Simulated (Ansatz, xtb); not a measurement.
BCl2H3Si: 3 structures ranked

3 gas-phase structures of BCl2H3Si, from a drawn sample of its isomers (lower ones may exist). Each was relaxed with GFN2-xTB; where two conformers were screened, the lower at r2SCAN-D4/def2-SVP is listed:

A. `B[SiH](Cl)Cl`, a singlet
B. `[SiH3]B(Cl)Cl`, a singlet
C. `ClB[SiH2]Cl`, a singlet

Problem. Estimate their order in r2SCAN-D4/def2-SVP energy at these geometries, lowest first.

Solution. Calculated order at r2SCAN-D4/def2-SVP: B (0.000), C (0.256), A (0.389) eV.

Energies above the lowest of each column, in eV; the last columns are at PBE0-D4/def2-SVP geometries:

| structure | GFN2-xTB | HF/STO-3G | r2SCAN-D4/def2-SVP | PBE0-D4/def2-SVP | CCSD(T)/def2-SVP + ΔMP2/def2-TZVPP |
| --- | --- | --- | --- | --- | --- |
| B | 0.519 | 0.214 | 0.000 | 0.000 | 0.000 |
| C | 0.104 | 0.129 | 0.256 | 0.196 | 0.033 |
| A | 0.000 | 0.000 | 0.389 | 0.342 | 0.078 |

CCSD(T)/def2-SVP + ΔMP2/def2-TZVPP puts B lowest, with C within 1 kcal/mol; GFN2-xTB picks A, HF/STO-3G picks A. Flexible structures stand in one conformer each, not always the lowest. The ΔMP2 step shifts differences by up to 0.368 eV, which makes them less sure. ΔMP2 is the change of the MP2 energy from the smaller to the larger basis.

Programs: Ansatz 0.2.0, xtb 6.7.1.
